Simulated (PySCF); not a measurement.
C5H8SSi.
SMILES with atom numbers: `[SiH3:1][CH2:2][c:3]1[cH:4][cH:5][s:6][cH:7]1` (hydrogens: H8, H9, H10 on Si1; H11, H12 on C2; H13 on C4; H14 on C5; H15 on C7)

The same species was optimised twice, with GFN2-xTB and with PBE0-D3(BJ)/def2-SVP (PySCF), and the same property calculations (PySCF, gas phase) were run on both structures.

```json
{"coordinate": "Si1–C2 (Å)", "GFN2-xTB": "1.912", "PBE0-D3(BJ)/def2-SVP": "1.895", "change": "-0.017"}
{"coordinate": "C3–C7 (Å)", "GFN2-xTB": "1.359", "PBE0-D3(BJ)/def2-SVP": "1.375", "change": "+0.016"}
{"coordinate": "C4–C5 (Å)", "GFN2-xTB": "1.354", "PBE0-D3(BJ)/def2-SVP": "1.369", "change": "+0.015"}
{"coordinate": "C2–C3 (Å)", "GFN2-xTB": "1.487", "PBE0-D3(BJ)/def2-SVP": "1.498", "change": "+0.011"}
{"coordinate": "C3–C4 (Å)", "GFN2-xTB": "1.422", "PBE0-D3(BJ)/def2-SVP": "1.432", "change": "+0.010"}
{"coordinate": "S6–C7 (Å)", "GFN2-xTB": "1.722", "PBE0-D3(BJ)/def2-SVP": "1.717", "change": "-0.005"}
{"coordinate": "C5–S6 (Å)", "GFN2-xTB": "1.720", "PBE0-D3(BJ)/def2-SVP": "1.716", "change": "-0.004"}
{"coordinate": "C5–S6–C7 (°)", "GFN2-xTB": "90.8", "PBE0-D3(BJ)/def2-SVP": "91.8", "change": "+1.0"}
{"coordinate": "Si1–C2–C3 (°)", "GFN2-xTB": "110.9", "PBE0-D3(BJ)/def2-SVP": "111.9", "change": "+1.0"}
{"coordinate": "C2–C3–C4 (°)", "GFN2-xTB": "123.4", "PBE0-D3(BJ)/def2-SVP": "123.9", "change": "+0.5"}
{"coordinate": "C4–C5–S6 (°)", "GFN2-xTB": "112.0", "PBE0-D3(BJ)/def2-SVP": "111.6", "change": "-0.4"}
{"coordinate": "C3–C7–S6 (°)", "GFN2-xTB": "112.7", "PBE0-D3(BJ)/def2-SVP": "112.3", "change": "-0.4"}
{"coordinate": "C2–C3–C7 (°)", "GFN2-xTB": "125.1", "PBE0-D3(BJ)/def2-SVP": "124.8", "change": "-0.3"}
{"coordinate": "C4–C3–C7 (°)", "GFN2-xTB": "111.4", "PBE0-D3(BJ)/def2-SVP": "111.2", "change": "-0.2"}
{"coordinate": "C3–C4–C5 (°)", "GFN2-xTB": "113.1", "PBE0-D3(BJ)/def2-SVP": "113.1", "change": "0.0"}
{"coordinate": "Si1–C2–C3–C4 (°)", "GFN2-xTB": "-78", "PBE0-D3(BJ)/def2-SVP": "-78", "change": "0"}
```

Rotational constants: A = 4691, B = 958.3, C = 894.2 MHz (GFN2-xTB) against A = 4675, B = 948.0, C = 882.5 MHz (PBE0-D3(BJ)/def2-SVP). Point groups within 0.08 Å: C1 and C1.

On the GFN2-xTB structure: lowest singlet, TDDFT (eV) 5.58 [CAM-B3LYP/def2-SVPD]; lowest triplet, Tamm–Dancoff (eV) 3.78 [CAM-B3LYP/def2-SVPD]; isotropic polarisability (au) 101.3 [CAM-B3LYP/def2-SVPD]; HOMO (eV) -7.84 [CAM-B3LYP/def2-SVPD]; LUMO (eV) 0.67 [CAM-B3LYP/def2-SVPD]; dipole (D) 0.80 [CAM-B3LYP/def2-SVPD]; HOMO (eV) -6.64 [PBE0/pcSseg-1]; LUMO (eV) -0.35 [PBE0/pcSseg-1]; dipole (D) 0.73 [PBE0/pcSseg-1]; GIAO shielding of Si1 (ppm) 414.3 [PBE0/pcSseg-1]; GIAO shielding of C2 (ppm) 171.6 [PBE0/pcSseg-1]; GIAO shielding of C3 (ppm) 43.1 [PBE0/pcSseg-1]; GIAO shielding of C4 (ppm) 54.7 [PBE0/pcSseg-1]; GIAO shielding of C5 (ppm) 51.7 [PBE0/pcSseg-1]; GIAO shielding of S6 (ppm) 281.5 [PBE0/pcSseg-1]; GIAO shielding of C7 (ppm) 60.3 [PBE0/pcSseg-1].

What do these properties become on the PBE0-D3(BJ)/def2-SVP structure?

```tsv
property	level	on GFN2-xTB	on PBE0-D3(BJ)/def2-SVP	change
lowest singlet, TDDFT (eV)	CAM-B3LYP/def2-SVPD	5.58	5.55	-0.03
lowest triplet, Tamm–Dancoff (eV)	CAM-B3LYP/def2-SVPD	3.78	3.71	-0.07
isotropic polarisability (au)	CAM-B3LYP/def2-SVPD	101.3	103.2	+1.9
HOMO (eV)	CAM-B3LYP/def2-SVPD	-7.84	-7.87	-0.03
LUMO (eV)	CAM-B3LYP/def2-SVPD	0.67	0.60	-0.07
dipole (D)	CAM-B3LYP/def2-SVPD	0.80	0.77	-0.03
energy, GFN2-xTB geometry as zero (kcal/mol)	CAM-B3LYP/def2-SVPD	0.0	-1.3	-1.3
HOMO (eV)	PBE0/pcSseg-1	-6.64	-6.67	-0.03
LUMO (eV)	PBE0/pcSseg-1	-0.35	-0.42	-0.07
dipole (D)	PBE0/pcSseg-1	0.73	0.70	-0.03
energy, GFN2-xTB geometry as zero (kcal/mol)	PBE0/pcSseg-1	0.0	-1.0	-1.0
GIAO shielding of Si1 (ppm)	PBE0/pcSseg-1	414.3	411.4	-2.9
GIAO shielding of C2 (ppm)	PBE0/pcSseg-1	171.6	170.8	-0.8
GIAO shielding of C3 (ppm)	PBE0/pcSseg-1	43.1	41.3	-1.8
GIAO shielding of C4 (ppm)	PBE0/pcSseg-1	54.7	51.7	-3.0
GIAO shielding of C5 (ppm)	PBE0/pcSseg-1	51.7	50.5	-1.2
GIAO shielding of S6 (ppm)	PBE0/pcSseg-1	281.5	279.6	-1.9
GIAO shielding of C7 (ppm)	PBE0/pcSseg-1	60.3	57.8	-2.5
```

The heavy atoms differ by 0.017 Å rms after alignment. Among bonds between heavy atoms Si1–C2 and C3–C7 change most and about equally (-0.017 to +0.016 Å). Changes are differences of the printed values. Neither structure is proved a minimum here.

The values belong to the conformer `[SiH3:1][CH2:2][c:3]1[cH:4][cH:5][s:6][cH:7]1`: Si1–C2–C3–C4 -78°.
